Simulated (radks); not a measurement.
The numbers below are computed, except where a source is named.
All-electron atom: Sc15+ in [He] 2s2 2p2.

Level of theory: scalar-relativistic Kohn-Sham, LDA (Slater exchange, VWN5 correlation), spin-polarised, spherical densities, finite nucleus; open shells are filled with parallel spins first; Fermi nuclear charge, rms radius 3.5459 fm (a radial shooting solver on a logarithmic mesh with Libxc functionals).

Energy parts (hartree):
part                       energy
total                  -597.71887
kinetic                 603.30070
electron-nucleus      -1265.29381
Hartree                  84.45964
exchange-correlation    -20.18540

Orbitals (lengths in bohr, moments of r in powers of bohr):
orbital,occ.,eigenvalue (hartree),<r>,<r^2>
1s up,1,-186.9234,0.07292,0.007140
1s down,1,-186.5625,0.07279,0.007114
2s up,1,-37.83165,0.3152,0.1164
2s down,1,-37.23991,0.3173,0.1180
2p up,2,-35.64250,0.2730,0.09030
2p down,0,-34.93201,0.2754,0.09204

The highest occupied level is 2p up at -969.88 eV. The electron density at the nucleus is 7324 e/bohr^3 (large components only). Spin moment in Bohr magnetons: 2. The density falls to 0.001 e/bohr^3 at r = 0.96 bohr. The spin density at the nucleus is -2.164 e/bohr^3 (1s -9.090, 2s 6.926).
